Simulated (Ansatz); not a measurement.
Ta4Si3, relaxed as a singlet with RKS PBE-D4/def2-SVP in Ansatz, starting from the GFN2-xTB geometry. Force threshold 0.02 eV/Å.

In the def2 sets Ta takes a core potential; there is no spin–orbit coupling. The restricted singlet is unstable towards broken spin symmetry in Hartree–Fock (as tested in another run); at PBE-D4/def2-SVP this wasn't settled. The relaxation made no stability test and no search for a lower SCF solution. No other spin state of charge 0 was run. Another isomer (triplet) lies 2.26 eV lower at PBE0-D4/def2-TZVP; other spin states weren't run for this one.

Start:

Cartesian coordinates in Å:
```
Ta 0.0495 2.5938 0.5382
Ta -2.7075 1.3745 2.4468
Ta -2.3329 -1.3523 1.5664
Ta 2.6951 1.5967 -1.7298
Si -0.1635 -0.3727 -0.3395
Si 1.9614 -1.2452 -1.7769
Si 0.4980 -2.5948 -0.7053
```

| step | energy (eV) | largest force component (eV/Å) | SCF passes |
| --- | --- | --- | --- |
| 1 | -29805.7871 | 4.792 | 138 |
| 2 | -29808.8127 | 4.487 | 83 |
| 3 | -29811.2694 | 2.655 | 60 |
| 4 | -29812.7659 | 3.189 | 60 |
| 5 | -29813.8648 | 3.605 | 66 |
| 6 | -29814.8329 | 3.048 | 52 |
| 7 | -29815.5634 | 1.184 | 62 |
| 8 | -29816.2208 | 0.973 | 60 |
| 9 | -29816.6025 | 0.362 | 51 |
| 10 | -29816.7022 | 0.374 | 44 |
| 11 | -29816.8107 | 0.417 | 43 |
| 12 | -29816.9608 | 0.466 | 42 |
| 13 | -29817.1761 | 0.488 | 44 |
| 14 | -29817.4305 | 0.749 | 42 |
| 15 | -29817.7753 | 0.662 | 44 |
| 16 | -29818.0440 | 0.465 | 41 |
| 17 | -29818.1729 | 0.408 | 39 |
| 18 | -29818.3028 | 0.439 | 40 |
| 19 | -29818.4103 | 0.530 | 39 |
| 20 | -29818.5257 | 0.472 | 42 |
| 21 | -29818.7176 | 0.867 | 51 |
| 22 | -29819.0391 | 0.828 | 60 |
| 23 | -29819.5422 | 0.887 | 60 |
| 24 | -29819.6479 | 2.058 | 50 |
| 25 | -29819.8053 | 0.272 | 43 |
| 26 | -29819.8158 | 0.246 | 46 |
| 27 | -29819.8237 | 0.064 | 46 |
| 28 | -29819.8243 | 0.020 | 34 |

Force components are those of the run's own axes.

End:

Cartesian coordinates in Å:
```
Ta -0.580 1.676 0.323
Ta -0.834 0.220 2.437
Ta -2.032 -0.535 0.310
Ta 1.596 1.033 -0.917
Si -0.465 -0.123 -1.683
Si 1.856 -1.394 -1.142
Si 0.459 -0.876 0.672
```

Bonds formed: Ta1–Ta3, Ta1–Si7, Ta2–Si7, Ta3–Si7, Ta4–Si5, Ta4–Si7 (atoms count from 1).

No frequencies were taken in this run, so the end may be a saddle point.

Hardware: 4 threads of Arm Neoverse V2 on a shared host. Wall time 2.1 min.
